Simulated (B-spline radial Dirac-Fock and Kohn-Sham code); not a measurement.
## Two-hole binding energies of Ag⁵⁺

System: silver as Ag⁵⁺, [Kr] 4d6.

Method: multi-electron Dirac-Fock with separately optimised hole states, Breit and Lamb-shift corrections added in first order. Computed with a radial atomic solver. U is the two-hole binding energy less the two single-hole energies, the effective repulsion of the holes after relaxation. Each two-hole energy is an average over J within one jj subconfiguration.

| holes | E(a) (eV) | E(b) (eV) | E(ab) (eV) | U (eV) |
| --- | --- | --- | --- | --- |
| 1s⁻¹ 3p3/2⁻¹ | 25606.1 | 666.5 | 26335.6 | 63.0 |
| 2s⁻² | 3906.1 | 3906.1 | 7937.8 | 125.6 |
| 2s⁻¹ 2p1/2⁻¹ | 3906.1 | 3618.4 | 7641.8 | 117.3 |
| 2s⁻¹ 2p3/2⁻¹ | 3906.1 | 3445.5 | 7466.3 | 114.6 |
| 2p1/2⁻² | 3618.4 | 3618.4 | 7391.2 | 154.5 |
| 2p1/2⁻¹ 2p3/2⁻¹ | 3618.4 | 3445.5 | 7203.5 | 139.7 |
| 2s⁻¹ 3p3/2⁻¹ | 3906.1 | 666.5 | 4627.7 | 55.1 |
| 2s⁻¹ 3d3/2⁻¹ | 3906.1 | 464.7 | ? | ? |
| 2s⁻¹ 3d5/2⁻¹ | 3906.1 | 458.7 | 4423.0 | 58.2 |
| 2p3/2⁻¹ 3p1/2⁻¹ | 3445.5 | 697.8 | 4201.4 | 58.0 |
| 2p1/2⁻¹ 3d3/2⁻¹ | 3618.4 | 464.7 | 4140.4 | 57.3 |
| 2p3/2⁻¹ 3d3/2⁻¹ | 3445.5 | 464.7 | 3970.0 | 59.7 |
| 3p1/2⁻² | 697.8 | 697.8 | 1443.2 | 47.5 |
| 3d3/2⁻¹ 3d5/2⁻¹ | 464.7 | 458.7 | 971.6 | 48.2 |

**Question.** Give the missing two-hole energy and U.

**Answer.** E(ab) = 4429.6 eV and U = 58.8 eV.

Run: 56 s of CPU time on 1 thread of Neoverse-N1 (shared host), peak memory 0.42 GiB.
